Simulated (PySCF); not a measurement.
## Iodine: a sound run and one with changed settings

Sound run: I [Kr] 4d10 5s2 5p5, I⁺ [Kr] 4d10 5s2 5p4. All numbers are calculated (PySCF 2.14, the spin-free X2C one-electron Hamiltonian (Gaussian nucleus), in x2c-TZVPall (8s6p4d2f, 60 functions)). In the sound run the correlated levels freeze [Kr] 4d10. The sound run starts from symmetry-adapted Hartree-Fock orbitals and uses a fine grid where one is needed.

Changed run: no relativity, point nucleus. This setting is unsound on purpose.

```csv
species,method,sound run (hartree),changed run (hartree),converged
I,UHF,-7112.65994,-6763.58944,yes
I,MN15,-7120.30694,-6771.86828,yes
I,LDA,-7109.04945,-6760.98077,yes
I,MP2,-7112.76720,-6763.69763,yes
I⁺,UHF,-7112.30763,-6763.23237,yes
I⁺,MN15,-7119.92266,-6771.47971,yes
I⁺,LDA,-7108.65127,-6760.57923,yes
I⁺,MP2,-7112.38985,-6763.31641,yes
```

Ionisation energy of I:

```csv
method,sound run (eV),changed run (eV)
UHF,9.587,9.716
MN15,10.457,10.573
LDA,10.835,10.926
MP2,10.268,10.374
SCS-MP2,10.265,10.369
```

Most of the change in total energy is the relativistic energy itself. On top of that the contraction fixes the core shape for the Hamiltonian it was made with, so the changed run is not a good calculation with the other Hamiltonian either.

For comparison, NIST gives 10.451 eV between the lowest levels.
